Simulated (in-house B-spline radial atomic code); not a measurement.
Spin-orbit splittings of orbital energies (j = l + 1/2 less j = l - 1/2) and ratios of mean radii (lower j over upper j) along the 5-electron series, configuration [He] 2s2 2p1. Computed with an all-electron radial atomic-structure program (B-spline basis): Dirac-Hartree-Fock, average of the configuration, finite nuclei.

| ion | Z | splitting of 2p (eV) | radius ratio of 2p |
| --- | --- | --- | --- |
| B | 5 | 0.0025293 | 0.99974 |
| C+ | 6 | 0.0098356 | 0.99959 |
| N2+ | 7 | 0.026007 | 0.99939 |
| O3+ | 8 | 0.056076 | 0.99917 |
| F4+ | 9 | ? | ? |
| Ne5+ | 10 | 0.18352 | 0.9986 |
| Mg7+ | 12 | 0.45451 | 0.99788 |
| Al8+ | 13 | 0.66823 | 0.99747 |
| Si9+ | 14 | 0.94937 | 0.99703 |
| P10+ | 15 | ? | ? |
| S11+ | 16 | 1.7667 | 0.99602 |
| Cl12+ | 17 | 2.3323 | 0.99546 |
| Ar13+ | 18 | 3.024 | 0.99487 |
| K14+ | 19 | ? | ? |
| Ca15+ | 20 | 4.8577 | 0.99357 |
| Sc16+ | 21 | 6.0388 | 0.99286 |
| Ti17+ | 22 | 7.4242 | 0.99212 |
| V18+ | 23 | 9.0367 | 0.99133 |
| Cr19+ | 24 | 10.9 | 0.99052 |
| Mn20+ | 25 | 13.041 | 0.98966 |
| Fe21+ | 26 | 15.484 | 0.98876 |
| Co22+ | 27 | 18.259 | 0.98783 |
| Ni23+ | 28 | 21.396 | 0.98686 |

**Question.** Fill in the row of F4+.

**Answer.** splitting of 2p (eV): 0.10617; radius ratio of 2p: 0.9989.

**Question.** Fill in the row of P10+.

**Answer.** splitting of 2p (eV): 1.3108; radius ratio of 2p: 0.99654.

**Question.** Fill in the row of K14+.

**Answer.** splitting of 2p (eV): 3.8595; radius ratio of 2p: 0.99423.

**Question.** With what power of Z does the column «splitting of 2p (eV)» change over this range?

**Answer.** A fit of the logarithm of its size against log Z from Z = 5 to 28 has slope 5.01. An unscreened hydrogenic electron would give 4 at low Z; screening makes the apparent power larger near the neutral end, and relativity raises it again at high Z.
